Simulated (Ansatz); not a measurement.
This geometry of CH8InNSi (12 atoms, charge 0, multiplicity 1) is a first-order saddle point.

All numbers below come from RKS PBE0/def2-SVP (Ansatz 0.2.0).

```xyz
12
Properties=species:S:1:pos:R:3
C -0.883 1.494 -0.062
Si 0.087 0.002 0.564
N 1.780 0.338 0.279
In -0.540 -2.141 -0.769
H -1.964 1.372 0.107
H -0.568 2.406 0.472
H -0.710 1.653 -1.138
H -0.273 -0.162 2.019
H 2.461 -0.397 0.436
H 2.149 1.218 0.628
H -0.367 -2.193 -2.504
H -1.172 -3.591 -0.032
```

Task: Which two structures does it join? (They come from a converged band through this point; their orientation in space is the band's.)

Result: No bond is made or broken. The dihedral N3–Si2–In4–H11 goes from -151 to 28°. The two ends are copies of one structure, up to a mirror image or an exchange of like atoms.

Initial state:

```xyz
12
Properties=species:S:1:pos:R:3
C -0.378 1.640 -0.570
Si -0.168 0.102 0.498
N 1.495 0.042 1.028
In -0.632 -2.111 -0.766
H -1.414 1.724 -0.933
H -0.155 2.549 0.012
H 0.295 1.619 -1.440
H -1.182 0.225 1.614
H 1.833 -0.809 1.463
H 1.879 0.849 1.511
H -1.792 -2.250 -2.061
H 0.219 -3.580 -0.354
```

Final state:

```xyz
12
Properties=species:S:1:pos:R:3
C -0.401 1.637 -0.561
Si -0.160 0.100 0.501
N 1.512 0.054 1.005
In -0.627 -2.114 -0.759
H -1.444 1.712 -0.908
H -0.177 2.548 0.018
H 0.259 1.623 -1.442
H -1.157 0.213 1.633
H 1.865 -0.799 1.426
H 1.896 0.861 1.490
H 0.264 -3.570 -0.389
H -1.830 -2.265 -2.014
```

Task: How far does it lie above each of them?

Result: 0.055 eV above the first and 0.055 eV above the second. This is the barrier of this one path; another mechanism may lie lower.

Time of the run: 46 s on 2 threads of AMD EPYC 9R45 96-Core Processor (Zen 5), with other jobs on the host, peak memory 0.29 GiB.
